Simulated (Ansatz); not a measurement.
Frontier orbitals of C₂H₇BO, SMILES `CB(C)O`.

Z-matrix (Å, degrees):
```
C
B 1 1.569
H 1 1.091 2 112.9
H 1 1.097 2 109.3 3 119.9
H 1 1.094 2 111.9 3 -123.4
C 2 1.576 1 122.0 3 167.9
O 2 1.364 1 116.9 3 -11.9
H 6 1.094 2 111.5 1 45.5
H 6 1.094 2 114.6 1 168.7
H 6 1.097 2 109.2 1 -70.9
H 7 0.961 2 112.9 1 -178.5
```

The species carries charge 0 and has multiplicity 1. The structure was optimised at the PBE0-D4/def2-TZVP level. It is one conformer, not always the lowest. Basis def2-TZVPP, Ansatz.

Orbital energies of one run (eV). Highest occupied ones, from the top: -10.74, -12.29, -12.37, -12.81, -13.03, -14.15, -14.25, -14.76, -17.90, -21.65, -22.49, -31.31, -187.89, -280.31. Empty: 1.95, 2.72, 3.05, 3.70, 3.99, 4.50.

(1) Which functional gave them?
A. BLYP
B. ωB97M-V
C. revPBE
D. HSE06 (plane-wave form)

Answers

(1) B. HOMO energies: ωB97M-V -10.74, revPBE -6.91, BLYP -6.88, HSE06 -8.00 eV.
